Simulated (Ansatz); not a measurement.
`NB(N)O` and `NB(O)O[SiH3]` differ in one atom or group.

Ansatz, PBE0-D4/def2-TZVP geometries, multiplicity 1. Each molecule was computed in one conformer, which needn't be the lowest.

| property | `NB(N)O` |
| --- | --- |
| HOMO–LUMO gap (ωB97M-V/def2-TZVPP) / eV | 11.24 |
| size of the dipole moment (ωB97M-V/def2-TZVPP) / D | 1.82 |
| HOMO–LUMO gap (B3LYP/def2-TZVPP) / eV | 6.90 |
| size of the dipole moment (PBE/def2-TZVPP) / D | 1.77 |
| LUMO energy (PBE0/def2-TZVPP) / eV | 0.71 |
| zero-point energy (PBE0-D4/def2-TZVP) / kJ/mol | 188.5 |

Q: What does the change do to each property? (Estimate.)

A: The calculation gave: 
```
                                          property  `NB(O)O[SiH3]`  shift
           HOMO–LUMO gap (ωB97M-V/def2-TZVPP) / eV           11.83   0.59
size of the dipole moment (ωB97M-V/def2-TZVPP) / D            2.72   0.90
             HOMO–LUMO gap (B3LYP/def2-TZVPP) / eV            7.47   0.57
    size of the dipole moment (PBE/def2-TZVPP) / D            2.73   0.96
                LUMO energy (PBE0/def2-TZVPP) / eV            0.29  -0.42
    zero-point energy (PBE0-D4/def2-TZVP) / kJ/mol           200.6   12.1
```

With PBE0 the HOMO falls by 0.93 eV and the LUMO falls by 0.42 eV, so the gap widens by about 0.51 eV. PBE moves the HOMO by -0.92 eV and ωB97M-V by -0.93 eV. The zero-point energy changes by 12.1 kJ/mol with +6 modes. Dipoles are sizes alone; their direction can turn.

B3LYP here is the variant with VWN-RPA as its local correlation; programs differ in this.
